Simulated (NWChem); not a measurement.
System meant: Si$_{2}$H$_{4}$OF$_{2}$; SMILES F[SiH]([SiH2]O)F

Input file for NWChem:

```
start job
memory heap 200 mb stack 900 mb global 1100 mb
geometry units angstroms noautosym nocenter noautoz
  O      0.640300     2.371383     0.272136
  Si    -0.539130     1.307456    -0.243339
  Si     0.054439    -0.876230     0.383228
  F     -0.959132    -1.941862    -0.299733
  F      1.531610    -1.165205    -0.229335
  H      1.514896     2.267777    -0.115220
  H     -0.732343     1.331432    -1.728286
  H     -1.802869     1.717108     0.427660
  H      0.115852    -1.184478     1.837257
end
basis spherical
  * library 6-31g*
end
dft
  xc m06-l
  iterations 150
end
property
  shielding
end
task dft property
```

End of the output:

```
 Vector   32  Occ=0.000000D+00  E= 4.138270D-02
              MO Center= -3.5D-01,  3.9D-01,  1.0D-01, r^2= 4.7D+00
   Bfn.  Coefficient  Atom+Function         Bfn.  Coefficient  Atom+Function
  ----- ------------  ---------------      ----- ------------  ---------------
    42      1.492222  3 Si s                 24     -1.015690  2 Si s
    26      0.845236  2 Si py                38      0.552494  3 Si s
    86     -0.517709  9 H  s                 44      0.509823  3 Si py
    25     -0.415809  2 Si px                20     -0.389633  2 Si s
    27     -0.370825  2 Si pz                22      0.324316  2 Si py

 center of mass
 --------------
 x =   0.11019006 y =  -0.08075565 z =  -0.02255334

 moments of inertia (a.u.)
 ------------------
        1014.476219052412         -15.056051727354         -23.019344265729
         -15.056051727354         352.898119110226         -14.525369393985
         -23.019344265729         -14.525369393985        1251.316632301847

     Multipole analysis of the density
     ---------------------------------

     L   x y z        total         alpha         beta         nuclear
     -   - - -        -----         -----         ----         -------
     0   0 0 0     -0.000000    -29.000000    -29.000000     58.000000

     1   1 0 0      0.176452     -2.353833     -2.353833      4.884118
     1   0 1 0      0.392241     -0.915477     -0.915477      2.223195
     1   0 0 1      0.005623      0.196194      0.196194     -0.386765

     2   2 0 0    -30.603883    -91.861068    -91.861068    153.118254
     2   1 1 0      1.503836     -1.996217     -1.996217      5.496269
     2   1 0 1     -0.763166     -6.598478     -6.598478     12.433791
     2   0 2 0    -35.736622   -262.651360   -262.651360    489.566097
     2   0 1 1     -2.549073     -0.643383     -0.643383     -1.262307
     2   0 0 2    -31.544982    -35.981348    -35.981348     40.417714

          -----------------------------------------
          Chemical Shielding Tensors (GIAO, in ppm)
          -----------------------------------------

 ------------------------------------------------------------------------
  xm06: d2 not coded                    0
 ------------------------------------------------------------------------
 ------------------------------------------------------------------------
  current input line :
    24: task dft property
 ------------------------------------------------------------------------
 ------------------------------------------------------------------------
 This error has not yet been assigned to a category
 ------------------------------------------------------------------------
 For more information see the NWChem manual at https://nwchemgit.github.io

0: xm06: d2 not coded:Received an Error in Communication
```

**Question.** Can this run be used? If not, why, and what is the fix?

**Answer.** The run crashed. Cause: this functional's second derivatives, which shieldings need, aren't coded here; the fix takes a hybrid GGA instead. This input runs:
```
start job
memory heap 200 mb stack 900 mb global 1100 mb
geometry units angstroms noautosym nocenter noautoz
  O      0.640300     2.371383     0.272136
  Si    -0.539130     1.307456    -0.243339
  Si     0.054439    -0.876230     0.383228
  F     -0.959132    -1.941862    -0.299733
  F      1.531610    -1.165205    -0.229335
  H      1.514896     2.267777    -0.115220
  H     -0.732343     1.331432    -1.728286
  H     -1.802869     1.717108     0.427660
  H      0.115852    -1.184478     1.837257
end
basis spherical
  O library 6-31g*
  Si library 6-31g*
  F library 6-31g*
  H library 6-31g*
end
dft
  xc pbe0
  iterations 150
end
property
  shielding
end
task dft property
```
It converges to -855.88425 Ha (PBE0/6-31G* (spherical d), GIAO).
